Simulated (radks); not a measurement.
Spherical quantum dot in the effective-mass picture: electrons in a parabolic well V = omega^2 r^2 / 2 with omega = 0.0658, with a point charge +1 (a donor) at the centre, all in effective atomic units (hartree* = m*/eps^2 hartree, bohr* = eps/m* bohr), one dielectric constant everywhere. Method: non-relativistic Kohn-Sham, PBEsol, spin-polarised, spherical densities; computed with a radial shooting solver with Libxc functionals. Levels are named by radial order and angular momentum (1s, 1p, 1d, 2s, ...), and open shells are averaged over m. Results are scaled to m* = 0.568 and eps = 5.5, for which hartree* = 510.9 meV and bohr* = 0.5124 nm.

N = 13, configuration 1s2 1p6 1d(up 3, down 0) 2s2. This is the lowest configuration that the search found (a dilute case). Occupied levels:

level    occupation  eigenvalue (meV)  <r> (nm)
1s up             1            598.14     2.680
1s down           1            598.62     2.143
2s up             1            609.89     4.131
1p up             3            610.19     5.520
2s down           1            613.01     4.530
1p down           3            614.24     5.397
1d up             3            620.15     5.842

Energy (meV): total 4072.52, kinetic 461.95, external 258.19, Hartree 4106.9, exchange-correlation -754.49.
